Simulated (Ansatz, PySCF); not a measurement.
Species: C3H5O, net charge 0, doublet state. It need not be the lowest isomer of its formula. 
Coordinates optimised at B3LYP-D3(BJ)/def2-TZVP (Ansatz, a program for electronic structure):
SMILES: [CH]=CCO
```xyz
9

C      1.7481    -0.3854    -0.5112
C      0.8021     0.1491     0.2096
C     -0.5852     0.4707    -0.2841
O     -1.5829    -0.2119     0.4695
H      2.7726    -0.7024    -0.4004
H      0.9792     0.3713     1.2666
H     -0.6632     0.2459    -1.3519
H     -0.7931     1.5328    -0.1432
H     -1.4225    -1.1588     0.3869
```
Charge 0, spin multiplicity 2.

Wanted: atomisation energy (electronic, to ground-state atoms), in kcal/mol. Valence correlation only, unless marked. Open shells are spin-unrestricted. Spin-orbit coupling is left out. Non-relativistic. The coupled-cluster limit lacks core correlation, which all-electron functionals hold. CBS marks a two-point X^-3 extrapolation of the correlation energy; Hartree-Fock from the larger set. [CCSD(T)-MP2]/basis is that difference in the basis named.

```tsv
level	program	atomisation energy (kcal/mol)
HF/6-31G	Ansatz	561.8
HF/cc-pVTZ	Ansatz	607.0
BLYP/def2-TZVPD	Ansatz	835.3
PBE0/6-31G*	Ansatz	838.6
PBE0-D3(BJ)/def2-TZVP	Ansatz + dftd3	845.4
TPSSh-D3(BJ)/def2-TZVPD	PySCF + dftd3	841.2
TPSSh-D4/def2-TZVPD	PySCF + dftd4	841.2
r2SCANh-D4/def2-TZVPD	Ansatz + dftd4	837.9
M06-2X/def2-TZVPD	PySCF	839.4
wB97M-V/def2-TZVPD	Ansatz	839.2
wB97X-V/def2-TZVPD	Ansatz	837.2
B2GP-PLYP-D3(BJ)/def2-TZVPD	Ansatz + dftd3	827.6
B2PLYP-D4/def2-TZVPD	Ansatz + dftd4	831.0
RPA@PBE/cc-pVTZ	Ansatz	776.1
MP2/cc-pVDZ	Ansatz	779.4
RI-MP2/CBS(aug-cc-pVTZ,aug-cc-pVQZ)	Ansatz	847.8
SCS-MP2/STO-3G	Ansatz	783.0
SCS-MP2/6-31G*	Ansatz	758.7
CCSD/cc-pVTZ	Ansatz	802.3
RI-MP2/CBS(aug-cc-pVTZ,aug-cc-pVQZ)+[CCSD(T)-MP2]/aug-cc-pVDZ	Ansatz	836.1
RI-MP2/CBS(aug-cc-pVTZ,aug-cc-pVQZ)+[CCSD(T)-MP2]/aug-cc-pVTZ	Ansatz	837.8
```

The UHF reference is spin-contaminated (<S^2> 0.17 over the pure value in the largest basis).
